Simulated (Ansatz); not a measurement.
C$_{2}$H$_{5}$BCl$_{2}$O. Charge 0, multiplicity 1. The bonds changed during the relaxation, so this is another structure than the one it started from. Geometry: relaxed with PBE0-D4/def2-TZVP. It is one conformer, not always the lowest.

```xyz
11

C    -0.090    1.062   -1.219
B    -0.601   -0.098   -0.272
C     0.277   -0.475    0.988
O    -0.224   -1.015    2.044
Cl   -0.092   -1.871   -0.907
Cl    1.970   -0.222    1.061
H     0.976    0.997   -1.453
H    -0.277    2.043   -0.769
H    -0.636    1.038   -2.165
H    -1.763   -0.131    0.034
H     0.459   -1.329    2.658
```

(1) What is the dipole moment at PBE/def2-TZVPP? (Estimate.)

(2) And with r2SCAN, B3LYP, ωB97M-V? (Best estimate.)

(3) Give the Mulliken charges with PBE, B3LYP, r2SCAN in def2-TZVPP. (An estimate is asked.)

Answers

(1) Ansatz gave: 4.36 D, with components (2.05, 0.12, 3.85) D in this frame, pointing from negative to positive charge.

(2) Computed: r2SCAN 4.46 D, B3LYP 4.57 D, ωB97M-V 4.79 D.

(3) Ansatz gave: 
```tsv
atom	PBE	B3LYP	r2SCAN
C1	-0.36	-0.34	-0.28
B2	-0.08	-0.05	0.01
C3	0.27	0.31	0.32
O4	-0.09	-0.13	-0.16
Cl5	-0.19	-0.25	-0.23
Cl6	0.00	-0.01	-0.02
H7	0.07	0.07	0.04
H8	0.09	0.08	0.06
H9	0.10	0.09	0.06
H10	-0.02	-0.01	-0.03
H11	0.21	0.21	0.23
```

B3LYP here is the variant with VWN-RPA as its local correlation; programs differ in this.
